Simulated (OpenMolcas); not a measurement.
# Levels of neutral niobium by method

- Program: OpenMolcas
- Basis: ANO-RCC-VDZP [6s5p3d1f]
- Scalar Hamiltonian: DKH2, point nucleus
- Active space: 5 electrons in 6 orbitals (4d 5s)
- State averaging: 2S+1 = 6 even, 6 roots; 2S+1 = 4 even, 69 roots kept (CI in the orbitals of an earlier block); 2S+1 = 2 even, 98 roots kept (CI in the orbitals of an earlier block)
- Spin-orbit coupling: RASSI with atomic mean-field integrals over the reference wave functions, term energies averaged over their components

Methods on the same reference wave functions:
A. CASSCF
B. SS-CASPT2, IPEA 0.25 Eh, imaginary shift 0.1 Eh (closed shells correlated: 4s 4p)
C. MS-CASPT2, IPEA 0.25 Eh, imaginary shift 0.1 Eh (closed shells correlated: 4s 4p)

Energies in cm-1 above 4d4 5s 6D 1/2, the measured ground level; measured values from NIST Handbook of Basic Atomic Spectroscopic Data.

```
                Level      A      B      C  Measured
        4d4 5s 6D 1/2    0.0    0.0    0.0       0.0
        4d4 5s 6D 3/2    142    156    147       154
        4d4 5s 6D 5/2    368    393    376       392
        4d4 5s 6D 7/2    667    686    673       695
        4d4 5s 6D 9/2   1027   1013   1026      1050
       4d3 5s2 4F 3/2   9673   2300    261      1143
       4d3 5s2 4F 5/2   9974   2600    626      1587
       4d3 5s2 4F 7/2  10362   3000   1111      2154
     4d4 5s 4P 1/2(1)  10605   6160   4480          
       4d3 5s2 4F 9/2  10808   3480   1692      2805
     4d4 5s 4P 3/2(1)  11014   6550   4720          
     4d4 5s 4P 5/2(1)  11696   7240   5200          
     4d4 5s 4D 1/2(1)  14210   9460   9420          
     4d4 5s 4D 3/2(1)  14444   9750   9690          
     4d4 5s 4D 5/2(1)  14772  10080  10030          
 4d4 5s 4H 9/2 [68 %]  15101  14000  14020          
     4d4 5s 4D 7/2(1)  15184  10510  10460          
       4d4 5s 4H 11/2  15280  14230  14200          
       4d4 5s 4H 13/2  15512  14490  14470          
           4d5 6S 5/2  16526  13430  13400          
 4d4 5s 4G 5/2 [74 %]  17170  15400  15100          
 4d4 5s 4G 7/2 [61 %]  17320  15670  15210          
4d4 5s 4G 11/2 [62 %]  17853  15920  15880          
       4d3 5s2 2G 7/2  18375  11400  11380
```

Deviations, from unrounded energies. A percentage is the sum of absolute deviations over the sum of measured energies, with the sign that they share, or ± where signs differ.

```csv
Against measurement,Levels,A,B,C
mean absolute deviation (cm-1),8,4200,470,510
fine structure of the ground term (%),4,-3.8,±2.2,-3.1
other configurations (%),4,+430.8,+48.0,-52.0
```

B lies closest to measurement on these levels and A furthest from it. The largest miss of B in the table is 4d3 5s2 4F 3/2, by +1200 cm-1. The ranking rests on the paired levels alone, and a cruder setting can come out closer through cancelling errors.

Between B and C the level of the table that moves most is 4d4 5s 4P 5/2(1), by 2000 cm-1 (lowest in C, highest in B). Moves below CASPT2's spread within the term are not significant.

The mean deviations of B to C differ by less than CASPT2's widest spread within a term (1200 cm-1), so their order carries little weight.

From A to B the spin-free energies of the other terms of 4d4 5s shown, above 6D, scale by factors of 0.58 to 0.93.

The lowest spin-free term lies below A's lowest term by 0.252 hartree in B, 0.252 hartree in C.

CASPT2 does not keep the components of a term degenerate, so their means are used; among the terms shown or strongly mixed into the levels shown the widest spread is 1200 cm-1 (4d3 5s2 4F, C). Terms from blocks run as CI alone lack orbitals of their own. Configurations are named by rounded mean occupations; where the s occupation lies near a half they are strongly mixed, a name can repeat and a true partner stay unpaired. A single d shell beside an s shell can misplace configurations of different d count against each other. The CASPT2 spread within a term exceeds the gap to the next term for 4d4 5s 4G and 4d4 5s 2H, so the order of their levels is uncertain, and so are names and mixing where such terms share a J (figures for B; the like holds for C). Without dynamic correlation excited terms often stand tens of per cent too high (terms of higher spin than the ground term too low), and those without a measured partner can miss by more than the paired ones (holds for A). Blocks of more than 70 roots (2S+1 = 2 even) ran without multistate coupling (holds for C). Some levels mix across a computed gap that differs much from the measured one, so their mixing is not that of the real levels (holds for C). Computed and measured levels are paired by configuration, term and J; levels that our copy of the source lacks, or whose pairing is in doubt (as where it misses far off the trend of its configuration), stay unpaired and out of the deviations. Only configurations of the active space appear. The table leaves out levels that lie high or whose names do not pair safely across all columns.

A share in square brackets marks a mixed level and gives the weight of the term that names it, the lowest over the columns. A number in round brackets counts repeated terms of one configuration in the order of the reference energies.
